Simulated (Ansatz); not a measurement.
Geometry optimisation, RKS PBE/def2-SVP (Ansatz).

Input:

```yaml
crystal:
  periodic: [false, false, false]
  atoms:
    - { symbol: C, position_ang: [0.1708, 0.987, -0.7984] }
    - { symbol: C, position_ang: [0.1183, 0.0971, 0.1378] }
    - { symbol: "N", position_ang: [0.6287, -1.1968, -0.126] }
    - { symbol: Te, position_ang: [-0.6162, 0.5528, 2.0427] }
    - { symbol: H, position_ang: [0.5339, 0.8183, -1.8085] }
    - { symbol: H, position_ang: [-0.2891, 2.029, -0.6148] }
    - { symbol: H, position_ang: [0.68, -1.9182, 0.6454] }
    - { symbol: H, position_ang: [1.1069, -1.4297, -1.0484] }
    - { symbol: H, position_ang: [-0.94962, 0.20067, 0.32992] }
basis:
  gaussian: { orbitals: def2-SVP }
hamiltonian:
  xc: pbe
relax:
  f_tol: 0.02
  max_steps: 50
```

Command:

```bash
$ ansatz run input.yaml --threads 2 --pin off --max-ram 3072MiB --backend cpu --events-out ev --progress --plain --runs-dir out
```

Where does it end, and by what steps?

It converged. After 22 steps the energy has fallen by 2.363 eV; H9 moved furthest, 1.75 Å. Parted: C2–H9.

```tsv
step	energy less start (eV)	largest force component (eV/Å)	accepted
0	0.0000	6.212	yes
1	-0.9333	1.864	yes
2	-1.0539	0.647	yes
3	-1.0818	0.423	yes
4	-1.1095	0.473	yes
5	-1.1248	0.371	yes
6	-1.1603	0.540	yes
7	-1.3040	1.462	yes
8	-1.6023	1.278	yes
9	-1.8588	0.832	yes
10	-2.0269	0.765	yes
11	-1.9322	2.255	no
12	-2.1173	0.447	yes
13	-2.1831	0.357	yes
14	-2.2527	0.224	yes
15	-2.3012	0.167	yes
16	-2.3287	0.125	yes
17	-2.3489	0.112	yes
18	-2.3554	0.254	yes
19	-2.3371	0.345	no
20	-2.3619	0.056	yes
21	-2.3437	0.289	no
22	-2.3626	0.019	yes
```

```xyz
9
Properties=species:S:1:pos:R:3
C 0.500 1.116 -1.010
C 0.200 0.153 -0.104
N 0.447 -1.204 -0.230
Te -0.774 0.714 1.735
H 1.107 0.871 -1.899
H 0.119 2.140 -0.912
H 0.718 -1.694 0.627
H 1.016 -1.469 -1.041
H -1.949 -0.486 1.594
```

The run took 40 s on 2 threads of Intel(R) Xeon(R) Platinum 8175M CPU @ 2.50GHz (Skylake/Cascade Lake), on a shared host, peak memory 0.15 GiB.
